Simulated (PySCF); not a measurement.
PySCF input file for Al(Cl)2(NH2) (AlCl2H2N), SMILES [NH2][Al]([Cl])[Cl], r2SCAN-D4/def2-SVP. Geometry: r2SCAN-D4/def2-SVP. Other conformers were not sampled.

```python
import numpy as np
from pyscf import gto, scf, dft, df
from pyscf.hessian import thermo

mol = gto.M(
    atom='''
    Al    0.00000000    0.00000000    0.33361430
    Cl    0.00000000    1.81334579   -0.71433199
    Cl    0.00000000   -1.81334579   -0.71433199
    N     0.00000000   -0.00000000    2.08781485
    H     0.00000000   -0.83314852    2.66779895
    H     0.00000000    0.83314853    2.66779895
    ''',
    basis='def2-SVP',
    charge=0,
    spin=0,
    max_memory=1600,
    verbose=3,
)
mf = dft.RKS(mol, xc='r2scan').density_fit(auxbasis='def2-universal-jkfit')
mf.disp = 'd4'
mf.grids.level = 4
mf.conv_tol = 1e-11
mf.max_cycle = 100
mf.kernel()

# analytic Hessian; the response equations are solved on a coarser grid
h, args, fine = mf.Hessian(), (mf.mo_energy, mf.mo_coeff, mf.mo_occ), mf.grids
h.max_memory = max(150, 2.5e-5 * df.make_auxmol(mol, mf.with_df.auxbasis).nao * mol.nelec[0] * (mol.nelec[0] + mol.nao))  # MB; small integral blocks
h1ao = h.make_h1(mf.mo_coeff, mf.mo_occ)
mf.grids = dft.Grids(mol).set(level=2).build(with_non0tab=True)
mo1, mo_e1 = h.solve_mo1(*args, h1ao)
mf.grids = fine
hess = h.hess_elec(*args, mo1, mo_e1, h1ao) + h.hess_nuc()
if mf.do_disp():
    hess += h.get_dispersion()
for i in range(mol.natm):  # the analytic DFT Hessian lacks the response of the grid: restore translational invariance
    hess[i, i] -= hess[i].sum(axis=0)
hess = (hess + hess.transpose(1, 0, 3, 2)) / 2
vib = thermo.harmonic_analysis(mol, hess, imaginary_freq=False)
thermo.dump_normal_mode(mol, vib)
th = thermo.thermo(mf, vib['freq_au'][vib['freq_au'] > 0], 298.15, 101325)
thermo.dump_thermo(mol, th)
g0 = mf.nuc_grad_method().set(verbose=0).kernel()

# dipole derivatives [dipole axis, atom, xyz] from the same response
r, irp = mol.intor('int1e_r'), mol.intor('int1e_irp').reshape(3, 3, mol.nao, mol.nao)
sl, dm0, ok = mol.aoslice_by_atom(), np.array(mf.make_rdm1()), []
dmu = np.einsum('a,xt->xat', mol.atom_charges(), np.eye(3))
for a, (_, _, p0, p1) in enumerate(sl):
    dmu[:, a] += 2 * np.einsum('xtij,ij->xt', irp[:, :, :, p0:p1], dm0.reshape(-1, mol.nao, mol.nao).sum(0)[:, p0:p1])
    for u, c, occ, f in [(mo1, mf.mo_coeff, mf.mo_occ, 4)]:
        dmu[:, a] -= f * np.einsum('tui,xuv,vi->xt', u[a], r, c[:, occ > 0], optimize=True)
L = vib['norm_mode']
ir = 974.8801 * (np.einsum('xat,kat->kx', dmu, L) ** 2).sum(1)       # km/mol
apt = np.einsum('xax->a', dmu) / 3
print('mode   freq/cm-1   IR/(km/mol)')
for k, w in enumerate(vib['freq_wavenumber']):
    print(f'{k + 1:4d} {w:11.2f} {ir[k]:13.3f}')
print('max |gradient| / (hartree/bohr):', abs(g0).max())
print('APT charges:', apt.round(4))
```

Program output:

```
converged SCF energy = -1218.45275873145

WARN: MGGA Hessian is sensitive to dft grids. grids.level 4 may not be dense enough.


WARN: DFTD4 does not support analytical Hessian, using finite difference.


WARN: Mole.unit (angstrom) is changed to Bohr

Mode                                 0                   1                   2
Irrep
Freq [cm^-1]                      153.4465            170.6755            219.8370
Reduced mass [au]                  20.5543              3.3665             13.4714
Force const [Dyne/A]                0.2851              0.0578              0.3836
Char temp [K]                     220.7754            245.5640            316.2965
Normal mode                   x     y     z       x     y     z       x     y     z
       0  Al                -0.00  0.00  0.08   -0.00  0.05 -0.00   -0.16 -0.00 -0.00
       1  Cl                 0.00 -0.08 -0.05    0.00  0.02 -0.06    0.04 -0.00  0.00
       2  Cl                 0.00  0.08 -0.05    0.00  0.02  0.06    0.04 -0.00 -0.00
       3   N                 0.00 -0.00  0.09    0.00 -0.17 -0.00    0.10  0.00 -0.00
       4   H                 0.00  0.00  0.09    0.00 -0.30 -0.19    0.13  0.00  0.00
       5   H                 0.00 -0.00  0.09    0.00 -0.30  0.19    0.13  0.00 -0.00
Mode                                 3                   4                   5
Irrep
Freq [cm^-1]                      369.1299            409.8011            435.9334
Reduced mass [au]                   1.0139              1.2166             16.6120
Force const [Dyne/A]                0.0814              0.1204              1.8600
Char temp [K]                     531.0957            589.6126            627.2111
Normal mode                   x     y     z       x     y     z       x     y     z
       0  Al                -0.00 -0.00  0.00    0.01  0.00  0.00    0.00 -0.00 -0.07
       1  Cl                -0.01  0.00 -0.00    0.00  0.00 -0.00   -0.00 -0.08  0.05
       2  Cl                 0.01 -0.00 -0.00    0.00 -0.00 -0.00   -0.00  0.08  0.05
       3   N                 0.00  0.00  0.00   -0.11 -0.00  0.00   -0.00 -0.00 -0.11
       4   H                -0.70  0.00  0.00    0.64 -0.00 -0.00    0.00  0.00 -0.11
       5   H                 0.70  0.00 -0.00    0.64 -0.00  0.00    0.00 -0.00 -0.11
Mode                                 6                   7                   8
Irrep
Freq [cm^-1]                      580.5635            694.4905            876.9203
Reduced mass [au]                   3.1598              2.0505              7.0101
Force const [Dyne/A]                0.6275              0.5827              3.1761
Char temp [K]                     835.3016            999.2172           1261.6930
Normal mode                   x     y     z       x     y     z       x     y     z
       0  Al                 0.00  0.11  0.00   -0.00 -0.11 -0.00    0.00 -0.00  0.13
       1  Cl                -0.00 -0.05  0.03    0.00  0.03 -0.01   -0.00  0.01 -0.01
       2  Cl                -0.00 -0.05 -0.03    0.00  0.03  0.01   -0.00 -0.01 -0.01
       3   N                -0.00  0.07 -0.00    0.00  0.10  0.00   -0.00 -0.00 -0.18
       4   H                -0.00 -0.17 -0.34   -0.00 -0.21 -0.43   -0.00 -0.02 -0.22
       5   H                -0.00 -0.17  0.34   -0.00 -0.21  0.43   -0.00  0.02 -0.22
Mode                                 9                  10                  11
Irrep
Freq [cm^-1]                     1519.5108           3590.3618           3685.3806
Reduced mass [au]                   1.1186              1.0517              1.0948
Force const [Dyne/A]                1.5218              7.9873              8.7609
Char temp [K]                    2186.2377           5165.7312           5302.4421
Normal mode                   x     y     z       x     y     z       x     y     z
       0  Al                 0.00 -0.00  0.01   -0.00  0.00 -0.00   -0.00  0.00  0.00
       1  Cl                -0.00  0.00 -0.00   -0.00  0.00 -0.00    0.00 -0.00  0.00
       2  Cl                -0.00 -0.00 -0.00   -0.00 -0.00 -0.00    0.00 -0.00 -0.00
       3   N                -0.00  0.00 -0.09    0.00  0.00  0.06    0.00  0.08 -0.00
       4   H                 0.00  0.41  0.53   -0.00  0.57 -0.38    0.00 -0.55  0.39
       5   H                -0.00 -0.41  0.53   -0.00 -0.57 -0.38   -0.00 -0.55 -0.39
temperature 298.1500 [K]
pressure 101325.00 [Pa]
Rotational constants [GHz] 4.42723 2.15482 1.44938
Symmetry number 2
Zero-point energy (ZPE) 0.02895 [Eh]   75999.061 [J/mol]
                           tot       elec      trans        rot        vib
Entropy [J/mol/K]       322.590      0.000    167.804    109.480     45.307
Cv [J/mol/K]             77.161      0.000     12.472     12.472     52.217
Cp [J/mol/K]             85.475      0.000     20.786     12.472     52.217
Internal energy [J/mol]                      3718.434   3718.434  83984.970
Internal energy [Eh]   -1218.41794  -1218.45276
Enthalpy [J/mol]                             6197.391   3718.434  83984.970
Enthalpy [Eh]          -1218.41699
Gibbs free energy [J/mol]                  -43833.304 -28922.907  70476.739
Gibbs free energy [Eh] -1218.45363
mode   freq/cm-1   IR/(km/mol)
   1      153.45         9.396
   2      170.68         2.197
   3      219.84        32.344
   4      369.13         0.000
   5      409.80       173.387
   6      435.93        18.588
   7      580.56        27.163
   8      694.49       235.342
   9      876.92       114.202
  10     1519.51        52.452
  11     3590.36        46.593
  12     3685.38        45.422
max |gradient| / (hartree/bohr): 0.00020370898754274027
APT charges: [ 1.5601 -0.5547 -0.5547 -0.8587  0.2004  0.2004]
```

Self-consistency was reached.
